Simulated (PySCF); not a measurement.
# Excitation energy of Co by level of theory

Co [Ar] 3d7 4s2 (4F) → Co [Ar] 3d7 4s1 5s1 (6F), as a difference of total energies. Calculation: PySCF 2.14, in x2c-TZVPPall with one added diffuse shell each of s, p, d, f type (7s6p5d3f1g, 80 functions); the spin-free X2C one-electron Hamiltonian (Gaussian nucleus). Correlated levels: valence: [Ar] frozen; valence and next inner shell: [Ne] frozen. The calculations carry no spin-orbit coupling.

```
                                method  excitation energy (cm⁻¹)
                                   UHF                     35070
                                   LDA                     47308
                                   PBE                     44754
                                  PBE0                     43196
                                r2SCAN                     44034
                                 wB97X                     48857
                               r2SCANh                     43719
                                M06-2X                     47109
                                  TPSS                     43489
                         MP2 (valence)                     43457
                     SCS-MP2 (valence)                     45058
    MP2 (valence and next inner shell)                     44069
SCS-MP2 (valence and next inner shell)                     45094
```

The promoted electron is Rydberg-like, and one or two diffuse shells describe it only roughly, which tends to raise the upper state.
